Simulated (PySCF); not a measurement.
An unknown is described by computed data only.

Formula: CHClF2O2S.

- 13C NMR: chemical shifts (computed TMS as zero) by class: 124.3 (1 C) ppm [GIAO PBE0/pcSseg-1]
- Rotational structure: rotational constants A, B, C: 2.310, 1.694, 1.527 GHz [GFN2-xTB]
- NMR, other nuclei: isotropic shieldings of nuclei other than C and H, by class: 41 (2 O), 300 (2 F), 164 (1 S), 402 (1 Cl) ppm [GIAO PBE0/pcSseg-1]
- Polarisability: 57.2 au [B3LYP/def2-SVPD]
- XPS: S2p3/2 175.4, Cl2p3/2 207.1, C1s 297.2, O1s 539.1 (×2), F1s 694.8 (×2), S1s 2484.2, Cl1s 2829.7 eV [ΔSCF SCAN, pcX-2 on the ionised atom, pcseg-1 elsewhere, spin-free X2C, 2p3/2 from a spin–orbit splitting computed afterwards within the 2p shell]
- UV, strongest line: among the 8 lowest singlet transitions: S6 at 7.65 eV (162 nm, f = 0.104) [TDDFT B3LYP/def2-SVPD]

Gas-phase values; electronic properties from PySCF, density fitting. Levels stand in brackets. Isolated species at its GFN2-xTB geometry (one conformer only). NMR values are class means; diastereotopic atoms form classes of their own.

Task: Give a SMILES that accounts for the data.

Result: Numbering: `[O:1]=[S:2](=[O:3])([Cl:4])[CH:5]([F:6])[F:7]`. The one carbon: CHF2 carbon [C5] (124.3 ppm). The other shieldings belong to: 41 ppm, sulfonyl oxygen [O1/O3]; 300 ppm, fluorine of a CF2 group [F6/F7]; 164 ppm, sulfonyl sulfur [S2]; 402 ppm, chlorine bonded to S [Cl4]. The core levels belong to: S2p3/2 175.4 eV, sulfonyl sulfur [S2]; Cl2p3/2 207.1 eV, chlorine bonded to S [Cl4]; C1s 297.2 eV, CHF2 carbon [C5]; O1s 539.1 eV, sulfonyl oxygen [O1/O3]; F1s 694.8 eV, fluorine of a CF2 group [F6/F7]; S1s 2484.2 eV, sulfonyl sulfur [S2]; Cl1s 2829.7 eV, chlorine bonded to S [Cl4]. The optimised geometry has point group Cs and is an asymmetric top. Structure: `O=S(=O)(Cl)C(F)F`. The assignments are read from this structure; whether some other isomer fits the data as well wasn't checked.

Conformer computed: `[O:1]=[S:2](=[O:3])([Cl:4])[CH:5]([F:6])[F:7]`: O1–S2–C5–F6 173°.
